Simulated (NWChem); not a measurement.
System: CH$_{3}$F$_{3}$OSi; SMILES CO[Si](F)(F)F

```xyz
9

C     -0.0734     2.3330     0.0015
O      0.6459     1.1205     0.0007
Si     0.0592    -0.3821     0.0002
F     -0.8528    -0.6712    -1.2795
F      1.2789    -1.4026    -0.0029
F     -0.8483    -0.6739     1.2826
H     -0.7086     2.4219     0.8979
H     -0.7073     2.4237    -0.8957
H      0.6500     3.1597     0.0028
```
Atoms are numbered in this order, from 1.

Level: PBE0/def2-SVP (NWChem), optimised geometry, unscaled harmonic frequencies. 

```csv
frequency (cm⁻¹),IR intensity (km/mol)
32,2.9
82,0.1
128,5.5
259,0.0
260,4.9
358,48.1
375,52.3
408,41.9
729,6.1
943,160.3
999,202.8
1025,191.4
1179,0.1
1183,72.5
1247,335.4
1476,8.4
1479,6.9
1480,2.2
3046,41.5
3137,20.2
3172,13.0
```

```json
{
 "zero_point_energy": "32.9 kcal/mol",
 "thermal correction to the enthalpy at 298.15 K (with zero-point energy)": "38.1 kcal/mol",
 "heat capacity Cv": "22.7 cal/(mol K)",
 "entropy at 298.15 K and 1 atm (symmetry number 1)": "87.1 cal/(mol K)",
 "dipole_moment": "2.54 D"
}
```

Rigid rotor and harmonic oscillator; modes under 100 cm⁻¹ make the entropy uncertain.
